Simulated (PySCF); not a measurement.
A structure optimised at B3LYP-D3(BJ)/def2-SVP, used in a PySCF frequency run:

```xyz
11

C      1.5128    -0.1907    -0.2798
N      0.7132    -1.1608    -0.4403
Si    -0.9506    -0.9889     0.0377
O     -1.0359     0.6063     0.6134
C     -0.1659     1.4814    -0.0243
O      1.2122     1.0872     0.0565
H      2.6061    -0.2842    -0.3905
H     -1.2975    -1.8786     1.1690
H     -1.8646    -1.2104    -1.1147
H     -0.2119     2.4667     0.4590
H     -0.4084     1.5838    -1.1025
```
Charge 0, spin multiplicity 1.

Q: Write its SMILES and formula.

A: C1=N[SiH2]OCO1, C2H5NO2Si

Q: What are its rotational constants (standard atomic weights)?

A: 4.8643, 3.5397, 2.1861 GHz
